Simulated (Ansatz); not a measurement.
BF₃ (SMILES FB(F)F), singlet, geometry from GFN2-xTB; CCSD(T)/cc-pVDZ (Ansatz, an electronic-structure program).

The Ansatz input:
Ansatz 0.2 input:
```yaml
crystal:
  periodic: [false, false, false]
  atoms:
    - {symbol: B, position_ang: [-0.00000000, 0.00000000, -0.00000000]}
    - {symbol: F, position_ang: [-0.00659779, 1.30036204, -0.00088081]}
    - {symbol: F, position_ang: [1.12944220, -0.64446528, 0.00325160]}
    - {symbol: F, position_ang: [-1.12284440, -0.65589676, -0.00237079]}
basis:
  gaussian:
    orbitals: cc-pVDZ
magnetization: {spin_polarized: false}
correlation: {method: ccsd_t}
```

Output, abridged:

```
Functional definition: HF
514 factors; integrals over basis functions are off by at most 3.5e-4 eV
mean field evaluation 1: about -8792.7009 eV, gradient 3.5e1 eV
mean field evaluation 2: about -8792.7041 eV, gradient 3.5e1 eV
mean field evaluation 4: about -8794.7377 eV, gradient 1.7e0 eV
mean field evaluation 8: about -8794.7456 eV, gradient 5.9e-2 eV
mean field evaluation 16: about -8794.7405 eV, gradient 3.1e-1 eV
mean field -8794.74563288 eV, -323.2009407156 hartree, gradient 2.6e-6 eV, S^2 0.000000; 0 other end points of the search recorded, 0 dependent functions left out
4 core orbitals not correlated
reference -8794.74563288 eV, -323.2009407156 hartree; 12, 12 occupied and 40, 40 virtual orbitals, 514 factors
second order -17.29797753 eV of doubles, -0.00000000 eV of singles
cycle   1  -17.09264204 eV  change    2.1e-1 eV  update   8.4e-2
cycle   2  -17.40002746 eV  change   -3.1e-1 eV  update   2.1e-2
cycle   3  -17.47838654 eV  change   -7.8e-2 eV  update   1.1e-2
cycle   4  -17.46886096 eV  change    9.5e-3 eV  update   1.9e-3
cycle   5  -17.46679613 eV  change    2.1e-3 eV  update   6.5e-4
cycle   6  -17.46717866 eV  change   -3.8e-4 eV  update   1.5e-4
cycle   7  -17.46708537 eV  change    9.3e-5 eV  update   3.5e-5
cycle   8  -17.46705690 eV  change    2.8e-5 eV  update   8.5e-6
perturbative correction -0.29109177 eV, -0.0106974251 hartree
Total energy: -8812.50378155 eV, -323.8535406422 hartree
```
